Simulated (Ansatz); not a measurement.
Start from `OC(O)(O)[SiH3]` and change one atom or group to get `OC(O)O`.

Ansatz, PBE0-D4/def2-TZVP geometries, multiplicity 1. Each molecule was computed in one conformer, which needn't be the lowest.

| property | `OC(O)(O)[SiH3]` |
| --- | --- |
| HOMO energy (B3LYP/def2-TZVPP) / eV | -7.63 |
| size of the dipole moment (B3LYP/def2-TZVPP) / D | 1.31 |
| LUMO energy (PBE0/def2-TZVPP) / eV | 0.44 |
| LUMO energy (ωB97M-V/def2-TZVPP) / eV | 1.98 |
| size of the dipole moment (PBE/def2-TZVPP) / D | 1.33 |
| HOMO–LUMO gap (B3LYP/def2-TZVPP) / eV | 7.78 |

**Question.** What does the change do to each property? (An estimate is asked.)

**Answer.** Ansatz gave: 
```csv
property,`OC(O)O`,shift
HOMO energy (B3LYP/def2-TZVPP) / eV,-8.42,-0.79
size of the dipole moment (B3LYP/def2-TZVPP) / D,1.53,0.22
LUMO energy (PBE0/def2-TZVPP) / eV,1.05,0.61
LUMO energy (ωB97M-V/def2-TZVPP) / eV,2.46,0.48
size of the dipole moment (PBE/def2-TZVPP) / D,1.48,0.15
HOMO–LUMO gap (B3LYP/def2-TZVPP) / eV,9.05,1.27
```

With PBE0 the HOMO falls by 0.82 eV and the LUMO rises by 0.61 eV, so the gap widens by about 1.43 eV. PBE moves the HOMO by -0.53 eV and ωB97M-V by -0.98 eV. Dipoles are sizes alone; their direction can turn.

B3LYP here is the variant with VWN-RPA as its local correlation; programs differ in this.
